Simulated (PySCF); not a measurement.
## Basis-set dependence of population analyses: `FB(F)C1=CCC1`

Species: C4H5BF2.
Geometry (PBE0-D3(BJ)/def2-SVP, Å), atoms numbered from 1 in this order:
```
atom  x, y, z in Å
F1     2.6555   -1.2874    0.7463
B2     2.0525   -0.1712    0.3693
F3     2.8146    0.8999    0.2215
C4     0.5362   -0.1135    0.1062
C5    -0.4422   -1.0456    0.1636
C6    -1.5406   -0.1076   -0.2509
C7    -0.4289    0.9785   -0.3251
H8    -0.4346   -2.1098    0.4204
H9    -2.3256    0.0678    0.5038
H10   -2.0356   -0.3465   -1.2072
H11   -0.2513    1.3941   -1.3299
H12   -0.5448    1.8163    0.3808
```

PBE0 throughout (PySCF), one geometry, spherical d and f functions. Isolated species at its PBE0-D3(BJ)/def2-SVP geometry, gas phase. Atoms taken as equivalent share a column and are averaged. The first 7 of 9 kinds of atom are listed.

Mulliken charges (e):

```json
{"basis": "STO-3G", "functions": "40", "F1/F3": "-0.122", "B2": "+0.348", "C4": "-0.125", "C5": "-0.076", "C6": "-0.150", "C7": "-0.148", "H8": "+0.079"}
{"basis": "6-31G", "functions": "73", "F1/F3": "-0.297", "B2": "+0.672", "C4": "-0.154", "C5": "-0.118", "C6": "-0.378", "C7": "-0.367", "H8": "+0.188"}
{"basis": "pcSseg-0", "functions": "73", "F1/F3": "-0.317", "B2": "+0.986", "C4": "-0.516", "C5": "-0.139", "C6": "-0.519", "C7": "-0.477", "H8": "+0.250"}
{"basis": "6-31G*", "functions": "108", "F1/F3": "-0.261", "B2": "+0.573", "C4": "-0.067", "C5": "-0.138", "C6": "-0.380", "C7": "-0.389", "H8": "+0.175"}
{"basis": "cc-pVDZ", "functions": "123", "F1/F3": "-0.097", "B2": "+0.207", "C4": "-0.102", "C5": "-0.084", "C6": "-0.022", "C7": "-0.042", "H8": "+0.009"}
{"basis": "def2-SVP", "functions": "123", "F1/F3": "-0.112", "B2": "+0.214", "C4": "-0.155", "C5": "-0.092", "C6": "-0.017", "C7": "-0.002", "H8": "+0.036"}
{"basis": "aug-cc-pVDZ", "functions": "206", "F1/F3": "-0.475", "B2": "+0.822", "C4": "-0.002", "C5": "+0.199", "C6": "+0.735", "C7": "+0.714", "H8": "-0.354"}
{"basis": "6-311+G(2d,p)", "functions": "219", "F1/F3": "-0.369", "B2": "+0.963", "C4": "-0.005", "C5": "-0.172", "C6": "-0.216", "C7": "-0.491", "H8": "+0.112"}
{"basis": "def2-TZVP", "functions": "247", "F1/F3": "-0.244", "B2": "+0.508", "C4": "-0.119", "C5": "-0.176", "C6": "-0.121", "C7": "-0.175", "H8": "+0.128"}
{"basis": "cc-pVTZ", "functions": "280", "F1/F3": "-0.199", "B2": "+0.346", "C4": "-0.054", "C5": "-0.131", "C6": "-0.124", "C7": "-0.150", "H8": "+0.125"}
{"basis": "IGLO-III", "functions": "295", "F1/F3": "-0.349", "B2": "+0.782", "C4": "-0.249", "C5": "-0.006", "C6": "-0.195", "C7": "-0.154", "H8": "+0.090"}
{"basis": "pcSseg-2", "functions": "322", "F1/F3": "-0.335", "B2": "+0.746", "C4": "-0.241", "C5": "-0.080", "C6": "-0.011", "C7": "-0.002", "H8": "+0.050"}
```

IAO charges (e):

| basis | functions | F1/F3 | B2 | C4 | C5 | C6 | C7 | H8 |
| --- | --- | --- | --- | --- | --- | --- | --- | --- |
| STO-3G | 40 | -0.161 | +0.438 | -0.169 | -0.099 | -0.260 | -0.248 | +0.129 |
| 6-31G | 73 | -0.304 | +0.663 | -0.185 | -0.087 | -0.280 | -0.266 | +0.156 |
| pcSseg-0 | 73 | -0.291 | +0.644 | -0.192 | -0.083 | -0.287 | -0.270 | +0.154 |
| 6-31G* | 108 | -0.314 | +0.707 | -0.195 | -0.084 | -0.262 | -0.248 | +0.146 |
| cc-pVDZ | 123 | -0.310 | +0.691 | -0.192 | -0.085 | -0.263 | -0.249 | +0.148 |
| def2-SVP | 123 | -0.308 | +0.689 | -0.194 | -0.081 | -0.258 | -0.243 | +0.145 |
| aug-cc-pVDZ | 206 | -0.319 | +0.704 | -0.194 | -0.087 | -0.269 | -0.255 | +0.153 |
| 6-311+G(2d,p) | 219 | -0.322 | +0.711 | -0.197 | -0.086 | -0.270 | -0.256 | +0.153 |
| def2-TZVP | 247 | -0.324 | +0.719 | -0.198 | -0.087 | -0.270 | -0.256 | +0.153 |
| cc-pVTZ | 280 | -0.322 | +0.717 | -0.197 | -0.087 | -0.271 | -0.256 | +0.152 |
| IGLO-III | 295 | -0.323 | +0.716 | -0.197 | -0.087 | -0.271 | -0.256 | +0.153 |
| pcSseg-2 | 322 | -0.324 | +0.718 | -0.197 | -0.087 | -0.271 | -0.256 | +0.153 |

Problem. Which scheme is steadiest as the basis changes?

Solution. Largest range over the bases for any column: IAO 0.28 e, Mulliken 1.25 e. IAO charges move least and Mulliken charges most, counted in e. Without the minimal STO-3G basis the ranges are IAO 0.07, Mulliken 1.25 e.

Problem. How much do the charges still move between the two largest bases, IGLO-III and pcSseg-2?

Solution. At most, over all atoms: Mulliken 0.184 e, IAO 0.002 e.

Problem. What do the same runs give for the total energy, the frontier levels and the dipole moment?

Solution. 
```
        basis  energy (Eh)  HOMO (eV)  LUMO (eV)  μ (D)
       STO-3G    -374.6070      -5.40       2.06   0.61
        6-31G    -379.5385      -7.69      -1.20   2.80
     pcSseg-0    -378.7847      -8.02      -1.41   2.66
       6-31G*    -379.6291      -7.49      -0.94   2.18
      cc-pVDZ    -379.6559      -7.65      -1.16   2.25
     def2-SVP    -379.3569      -7.74      -1.24   2.33
  aug-cc-pVDZ    -379.6775      -7.77      -1.38   2.44
6-311+G(2d,p)    -379.7538      -7.79      -1.40   2.49
    def2-TZVP    -379.7895      -7.77      -1.33   2.42
      cc-pVTZ    -379.7746      -7.75      -1.29   2.37
     IGLO-III    -379.7974      -7.78      -1.37   2.44
     pcSseg-2    -379.7885      -7.80      -1.37   2.47
```

The dipole is fixed by the density alone, so its range of 2.19 D shows that the density itself changes with the basis, not only its division among atoms.
